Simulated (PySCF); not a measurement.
Compound: SiCl3(SiMe3), C3H9Cl3Si2.
Cartesian coordinates in Å at the PBE0-D3(BJ)/def2-SVP level; atoms count from 1:
```
atom  x, y, z in Å
Si1    0.986    1.717    0.658
Cl2    0.993    1.868    2.721
Cl3    2.955    1.719    0.019
Cl4    0.089    3.421   -0.100
Si5   -0.119   -0.204   -0.067
C6     0.825   -1.673    0.624
C7    -1.869   -0.107    0.606
C8    -0.071   -0.148   -1.944
H9     0.356   -2.619    0.311
H10    0.842   -1.645    1.725
H11    1.866   -1.670    0.267
H12   -1.861   -0.063    1.706
H13   -2.381    0.793    0.232
H14   -2.457   -0.987    0.301
H15   -0.594    0.746   -2.317
H16    0.968   -0.111   -2.304
H17   -0.556   -1.037   -2.378
```

The calculation used delta-SCF UKS SCAN, pcX-2 on the ionised atom, pcseg-1 elsewhere, spin-free X2C (PySCF). Every row has its own mixed basis.

| ionised atom | basis functions | E(ionised) (Eh) | binding energy (eV) |
| --- | --- | --- | --- |
| C6 | 208 | -2073.84782 | 290.363 |
| Si1 | 219 | -2016.64254 | 1848.673 |
| Si5 | 219 | -2016.72936 | 1846.160 |
| Cl2 | 219 | -1980.74049 | 2828.578 |

Question: Fill in the total energy of each ground state.

Answer: With binding energy = E(ionised) − E(ground) and 27.2114 eV a hartree:

```csv
atom,binding energy (Eh),E(ground) (Eh)
C6,10.6706,-2084.5185
Si1,67.9375,-2084.5800
Si5,67.8451,-2084.5745
Cl2,103.9483,-2084.6888
```

Question: How much do the ground-state energies differ, and what would follow from using one of them for all holes?

Answer: They run from -2084.6888 Eh (core basis on Cl2) to -2084.5185 Eh (on C6), 0.1703 Eh or 4.63 eV apart, for one and the same state in different bases and grids. Pairing the ion of C6 with the ground state of Cl2 would put its binding energy 4.63 eV too high.

Lowest listed Si 1s: Si5, bonded to 3 C and Si. Highest, 2.51 eV above it: Si1, bonded to 3 Cl and Si.

Only 1s holes are shown. Topologically equivalent atoms share the value of their first member; where this conformer doesn't relate them by symmetry, their own values could differ. Isolated species at its PBE0-D3(BJ)/def2-SVP geometry, gas phase.

On one thread of an AMD EPYC, no GPU, shared host with 64 logical CPUs at a one-minute load of 58, this took 3.0 min wall and 0.95 GiB of memory at its peak.
